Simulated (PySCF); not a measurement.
Zr(Cl)3(NH2) (Cl₃H₂NZr), SMILES [NH2][Zr]([Cl])([Cl])[Cl], multiplicity 1.

Geometry: PBE0-D3(BJ)/def2-SVP. The spin state was assumed, not searched. The structure was generated by enumeration; whether it is a known compound was not checked. The def2 effective core potentials stand for the cores of Zr; spin–orbit coupling is left out. The values are those of a single conformer.

Two levels are set side by side: PBE/def2-TZVP (PySCF) and B3LYP/def2-TZVP (PySCF). Same geometry, gas phase. Differences are taken from unrounded values.

| quantity | B3LYP |
|---|---|
| orbital gap (eV) | 5.75 |
| highest occupied level (eV) | -8.16 |
| lowest empty level (eV) | -2.41 |
| dipole moment (D) | 2.88 |
| mean polarisability (bohr³) | 85.8 |

Question: What does PBE give, and how far is it from B3LYP? (The exact figures need the calculation; the answer reports its results.)

Answer: 
```csv
quantity,PBE,PBE minus B3LYP
orbital gap (eV),4.01,-1.75
highest occupied level (eV),-7.04,1.12
lowest empty level (eV),-3.03,-0.62
dipole moment (D),2.87,0.00
mean polarisability (bohr³),89.1,3.3
```

PBE's occupied levels lie high since its potential decays too fast outside the molecule; exact exchange lowers them and widens the gap. PBE's more diffuse valence density responds more strongly to a field. Differences between two approximate levels are no errors against the true value.

Rough cost on one machine, each run with all the roots and properties that it gave: B3LYP against PBE within a factor of 2.
